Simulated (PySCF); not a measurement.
**GdSe: frontier orbitals**

B97-3 at R = 2.430 Å; basis Gd x2c-SVPall, Se x2c-SVPall; spin-free X2C with a Gaussian nucleus; PySCF 2.14. State: nonet, about 7.1 electrons in the 4f shell (Mulliken). Only the outer orbitals are listed, counted within each symmetry.

```csv
spin,orbital,occ.,ε (eV),on Gd (%),main shells (%)
α,20σ,1,-6.63,31,"66 Se p, 17 Gd d, 13 Gd s"
α,11π,1,-6.05,28,"72 Se p, 24 Gd d"
α,11π,1,-6.05,28,"72 Se p, 24 Gd d"
α,21σ,1,-4.75,98,"69 Gd s, 22 Gd d"
α,5δ,0,-1.83,100,100 Gd d
α,5δ,0,-1.83,100,100 Gd d
α,12π,0,-1.45,93,"48 Gd d, 44 Gd p"
β,19σ,1,-6.38,29,"69 Se p, 16 Gd s, 11 Gd d"
β,10π,1,-6.07,21,"78 Se p, 16 Gd d"
β,10π,1,-6.07,21,"78 Se p, 16 Gd d"
β,20σ,0,-3.52,93,"62 Gd s, 19 Gd d, 12 Gd p"
β,11π,0,-1.70,99,"65 Gd p, 34 Gd d"
β,11π,0,-1.70,99,"65 Gd p, 34 Gd d"
```

**Question.** Which are the highest filled and the lowest empty level, where do they sit, and how wide is the gap?

**Answer.** Highest filled α 21σ at -4.75 eV (in %: 69 Gd s, 22 Gd d); lowest empty β 20σ at -3.52 eV (in %: 62 Gd s, 19 Gd d, 12 Gd p); the gap at B97-3 is 1.23 eV.

| Property | Result |
| --- | --- |
| bond order (Mayer) | 2.44 |
| ⟨S²⟩ | 20.025 |
| charge on Gd (Mulliken, basis-dependent) | 0.34 |
| charge on Gd (Löwdin, basis-dependent) | 0.00 |
| dipole moment (positive dipole means Gd(−)Se(+)) | -6.26 D |

Spin–orbit coupling is left out. The state is the lowest single determinant that the PBE0 search found; with open d or f shells the true ground state can be another one.
